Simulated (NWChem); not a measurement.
CH₅FO₂Si; SMILES O[SiH](CF)O

```xyz
10

O      1.4980    -0.7043    -0.4674
Si     0.0371    -0.4295     0.2727
O     -1.0228    -1.6059    -0.2069
C     -0.7611     1.1788    -0.2941
F      0.0127     2.2377     0.1545
H      2.2878    -0.4170    -0.0016
H      0.2526    -0.3905     1.7513
H     -0.7159    -2.5165    -0.1753
H     -0.8304     1.2201    -1.3957
H     -1.7862     1.2854     0.1034
```
Atoms are numbered in this order, from 1.

Program: NWChem. Coordinates come from a PBE0/def2-SVP optimisation. Isolated, static molecule.

GIAO at KT2/pcSseg-1: principal shieldings of O1 are 228.1, 288.8, 303.6 ppm; an isolated water molecule has σ = 330.7 ppm at the same levels.

Q: Find the isotropic 17O shift, its principal values, the span and the skew.

A: 
1. σ(iso) = one third of the sum = 273.5 ppm.
2. δ = σ(reference) − σ = 57.2 ppm against water.
3. δ11, δ22, δ33 = 102.6, 41.9, 27.1 ppm.
4. Span Ω = δ11 − δ33 = 75.5 ppm; skew κ = 3(δ22 − δ(iso))/Ω = -0.61.
